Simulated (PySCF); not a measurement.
Si(Cl)2(Me)(SiH3) (CH6Cl2Si2), SMILES Cl[Si](C)(Cl)[SiH3]. Geometry: PBE-D3(BJ)/def2-SVP.

Method: PBE-D3(BJ)/def2-SVP (PySCF).

Harmonic wavenumbers (cm⁻¹): 94, 109, 116, 161, 176, 183, 194, 379, 484, 490, 517, 557, 716, 768, 774, 834, 897, 900, 1212, 1371, 1372, 2153, 2168, 2182, 2978, 3087, 3088. Rotational constants (GHz): 1.615, 1.536, 1.164; symmetry number 1.

Work out the zero-point energy and the ideal-gas rigid-rotor harmonic-oscillator thermochemistry at 298.15 K and 1 atm.

ZPE = ½ Σ hcν = ½ × 27961 cm⁻¹ = 167.24 kJ/mol. H − E(el) = 193.53 kJ/mol. Entropy in J/(mol K): translation 170.83, rotation 121.75, vibration 101.63, total 394.21. G − E(el) = 76.00 kJ/mol. Cp = 133.52 J/(mol K). Modes under 150 cm⁻¹ make the vibrational entropy uncertain.
